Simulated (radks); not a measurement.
The germanium ion Ge3+, configuration [Ar] 3d10 4s1. Calculated with a radial shooting solver on a logarithmic mesh with Libxc functionals: scalar-relativistic Kohn-Sham, LDA (Slater exchange, Perdew-Wang correlation), spin-polarised, spherical densities, finite nucleus; open shells are filled with parallel spins first; Fermi nuclear charge, rms radius 4.0742 fm.

Unscreened Slater integrals over Kohn-Sham orbitals (hartree). They are taken over the spin-up orbitals. Empty in this configuration: 4p.

\begin{tabular}{lr}
integral & value \\ \hline
F0(4s,4s) & 0.49023 \\
F0(4s,3d) & 0.61694 \\
G2(4s,3d) & 0.065629 \\
F0(4s,3p) & 0.62494 \\
G1(4s,3p) & 0.043351 \\
F0(4s,3s) & 0.62692 \\
G0(4s,3s) & 0.031691 \\
F0(4s,4p) & 0.45377 \\
G1(4s,4p) & 0.30513 \\
F0(3d,3d) & 1.2712 \\
F2(3d,3d) & 0.59257 \\
F4(3d,3d) & 0.36949 \\
F0(3d,3p) & 1.3257 \\
F2(3d,3p) & 0.62793 \\
G1(3d,3p) & 0.77009 \\
G3(3d,3p) & 0.47043 \\
F0(3d,3s) & 1.3458 \\
G2(3d,3s) & 0.58500 \\
F0(3d,4p) & 0.54508 \\
F2(3d,4p) & 0.12346 \\
G1(3d,4p) & 0.048312 \\
G3(3d,4p) & 0.042600 \\
F0(3p,3p) & 1.3958 \\
F2(3p,3p) & 0.69651 \\
F0(3p,3s) & 1.4170 \\
G1(3p,3s) & 0.93596 \\
F0(3p,4p) & 0.55092 \\
F2(3p,4p) & 0.10971 \\
G0(3p,4p) & 0.028633 \\
G2(3p,4p) & 0.032898 \\
F0(3s,3s) & 1.4403 \\
F0(3s,4p) & 0.55231 \\
G1(3s,4p) & 0.032030 \\
F0(4p,4p) & 0.42553 \\
F2(4p,4p) & 0.22735 \\
\end{tabular}
